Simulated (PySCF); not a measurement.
(KSH)2 ring, H2K2S2.
Geometry (PBE0-D3(BJ)/def2-SVP, Å), atoms numbered from 1 in this order:
```
atom  x, y, z in Å
K1     0.8245   -1.6662    0.8452
S2    -2.0754   -0.8505    0.6070
K3    -0.9781    1.1110   -1.4113
S4     1.8979    0.2298   -1.2419
H5    -2.1102   -0.0275    1.6794
H6     2.4413    1.2033   -0.4783
```

The closed-shell ground state was solved at several levels (PySCF, density fitting, gas phase, non-relativistic).

| level | basis functions | total energy (Eh) | HOMO (eV) | LUMO (eV) | gap (eV) | dipole (D) |
| --- | --- | --- | --- | --- | --- | --- |
| CAM-B3LYP/def2-SVPD | 124 | -1997.2500 | -6.64 | -0.44 | 6.20 | 1.05 |
| PBE0/pcSseg-1 | 134 | -1996.7898 | -5.33 | -0.77 | 4.56 | 1.58 |

(1) What might wB97X-D/pcSseg-1 (134 basis functions) give for the same quantities?

(2) Over all these levels, which gives the widest orbital gap and which the narrowest?

(3) How far do the dipole and the HOMO energy spread over the levels?

## Answers

(1) Total energy -1997.4203 Eh, HOMO -7.14 eV, LUMO 0.41 eV, gap 7.55 eV, dipole 1.64 D.

(2) wB97X-D/pcSseg-1 (range-separated hybrid) has the widest, 7.55 eV, and PBE0/pcSseg-1 (global hybrid, 25 % exact exchange) the narrowest, 4.56 eV. The two share the basis. From the narrowest to the widest the HOMO moves by -1.81 eV and the LUMO by +1.18 eV.

(3) The dipole runs from 1.05 to 1.64 D (mean 1.42 D) and the HOMO from -7.14 to -5.33 eV.

One conformer stands for the species.

wB97X-D is run here without its empirical dispersion term; that term would change no orbital, density or response property at a fixed geometry.
